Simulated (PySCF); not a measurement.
**V³⁺ (vanadium, charge +3) across methods**

[Ar] 3d2, high-spin 3F determinant. All numbers are calculated (PySCF 2.14, no relativity, point nucleus, in aug-cc-pwCVTZ (10s9p7d4f3g, 127 functions)).

```tsv
method	E (hartree)	mean ε 3p α (eV)	mean ε 3p β (eV)	mean ε 3d α (eV)	Σ⟨r²⟩ (bohr²)	⟨S²⟩
M06-2X	-942.009	-84.597	-81.433	-43.009	13.14	2.001
PBE	-941.772	-77.906	-75.811	-38.553	13.19	2.000
r2SCAN	-941.996	-79.083	-76.612	-39.108	13.12	2.001
LDA	-939.824	-77.950	-75.893	-38.480	13.21	2.000
PBE0	-941.827	-81.453	-78.652	-40.991	13.14	2.001
PW91	-942.043	-77.989	-75.905	-38.674	13.19	2.000
BLYP	-942.050	-77.707	-75.632	-38.565	13.22	2.000
```

(1) Estimate the same row for UHF.

Answers

(1) E (hartree) = -941.14609; mean ε 3p α (eV) = -90.947; mean ε 3p β (eV) = -85.665; mean ε 3d α (eV) = -47.565; Σ⟨r²⟩ (bohr²) = 13.09; ⟨S²⟩ = 2.003.
